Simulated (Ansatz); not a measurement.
Species: ZrO2 (charge 0, triplet). The spin state was set by rule; other spins were not relaxed. SMILES of the parent species: [O]=[Zr]=[O]
Structure (B3LYP-D3(BJ)/def2-TZVP (Ansatz, an electronic-structure program) minimum search):
```xyz
3

Zr     0.1927     0.1373     0.2380
O      0.6032    -0.1057    -1.4665
O     -1.5668    -0.5808     0.2763
```
Charge 0, spin multiplicity 3.

Parts of the frozen-core correlation energy in def2-TZVPPD (Ansatz, hartree). Frozen orbitals: 6; correlated occupied orbitals by spin: 9 and 7; virtual: 121 and 123. UHF or UKS for open shells. No spin-orbit coupling. In def2 rows, elements after Kr have scalar-relativistic effective core potentials.

| term | value |
|---|---|
| reference (HF) | -196.31661 |
| MP2 opposite-spin | -0.40120 |
| MP2 same-spin | -0.15291 |
| CCSD correlation | -0.54224 |
| (T) | -0.03405 |
| T1 diagnostic | 0.048 |
| largest doubles amplitude | 0.038 |
| <S^2> of the reference | 2.016 |
